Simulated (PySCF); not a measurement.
Some computed properties have been withheld. Give your best values.

Compound: SiEt2(NHMe)2, C6H18N2Si.
Cartesian coordinates in Å at the PBE0-D3(BJ)/def2-SVP level; atoms count from 1:
```xyz
27
C6H18N2Si angstrom
Si    -0.0328    0.0232    0.0430
C     -0.0754   -0.1285    1.9249
C     -1.4690    0.0292    2.5262
H      0.6079    0.6375    2.3338
H      0.3666   -1.0985    2.2169
H     -1.4652   -0.0450    3.6255
H     -1.9020    1.0083    2.2641
H     -2.1615   -0.7368    2.1425
C      1.7596    0.0354   -0.5499
C      2.5047   -1.2552   -0.2168
H      2.2904    0.9032   -0.1194
H      1.7502    0.2000   -1.6423
H      3.5272   -1.2653   -0.6269
H      2.5908   -1.4052    0.8715
H      1.9780   -2.1346   -0.6216
N     -0.8001    1.4436   -0.5995
C     -0.2082    2.7334   -0.8451
H     -1.8112    1.4682   -0.5177
H     -0.2685    3.4339    0.0119
H      0.8592    2.6208   -1.0892
H     -0.6743    3.2370   -1.7100
N     -0.9744   -1.3111   -0.5448
C     -1.2973   -1.5431   -1.9303
H     -1.0595   -2.1293    0.0468
H     -2.3140   -1.9570   -2.0540
H     -1.2762   -0.5829   -2.4686
H     -0.5975   -2.2269   -2.4505
```

```csv
property,level,value
point group,PBE0-D3(BJ)/def2-SVP,C1
"rotational constants A, B, C",PBE0-D3(BJ)/def2-SVP,"1.124, 1.027, 0.972 GHz"
dipole moment,B3LYP/def2-SVPD,?
HOMO energy,B3LYP/def2-SVPD,-6.08 eV
LUMO energy,B3LYP/def2-SVPD,0.26 eV
lowest singlet excitation,TDDFT B3LYP/def2-SVPD,"5.46 eV (227 nm, f = 0.007)"
strongest line among the 10 lowest singlet transitions,TDDFT B3LYP/def2-SVPD,?
lowest triplet excitation (Tamm–Dancoff),TDA B3LYP/def2-SVPD,?
static isotropic polarisability,B3LYP/def2-SVPD,116.9 au
electronic spatial extent ⟨r²⟩ about the centre of nuclear charge,B3LYP/def2-SVPD,1758 bohr²
13C chemical shifts (computed TMS as zero) by class,GIAO KT2/pcSseg-1,"30.5 (C17/C23), 9.3 (C3/C10), 8.3 (C2/C9) ppm"
1H chemical shifts (computed TMS as zero) by class,GIAO KT2/pcSseg-1,?
"isotropic shieldings of nuclei other than C and H, by class",GIAO KT2/pcSseg-1,"238 (N16/N22), 365 (Si1) ppm"
core binding energies,"ΔSCF SCAN, pcX-2 on the ionised atom, pcseg-1 elsewhere, spin-free X2C, 2p3/2 from a spin–orbit splitting computed afterwards within the 2p shell","Si2p3/2 105.8 (Si1), C1s 289.5 (C2/C9), C1s 290.2 (C3/C10), C1s 291.3 (C17/C23), N1s 403.8 (N16/N22), Si1s 1845.8 (Si1) eV"
```

Gas-phase values; electronic properties from PySCF, density fitting. The structure is a single PBE0-D3(BJ)/def2-SVP conformer in the gas phase; no vibrational or solvent corrections. NMR classes are plain means over equivalent atoms (diastereotopic ones count apart unless rotation or inversion swaps them), as if these changed places fast; in this geometry the members of some classes differ.

Problem. The dipole moment?

Solution. 0.16 D.

Problem. What are the 1H chemical shifts (computed TMS as zero) by class?

Solution. 2.68 (H19/H20/H21/H25/H26/H27), 0.93 (H6/H7/H8/H13/H14/H15), 0.45 (H4/H5/H11/H12), -0.13 (H18/H24) ppm.

Problem. What is the strongest line among the 10 lowest singlet transitions?

Solution. S8 at 6.39 eV (194 nm, f = 0.017).

Problem. Give the lowest triplet excitation (Tamm–Dancoff).

Solution. 5.33 eV.

A dipole of 0.16 D is allowed in C1, and pure rotational transitions are dipole-allowed. In wavenumbers S1 is 44100 cm⁻¹ (1 eV = 8065.54 cm⁻¹). The polarisability is 17.32 Å³ as a volume (1 au = 0.148185 Å³), or 1.43 au for each of the 82 electrons.
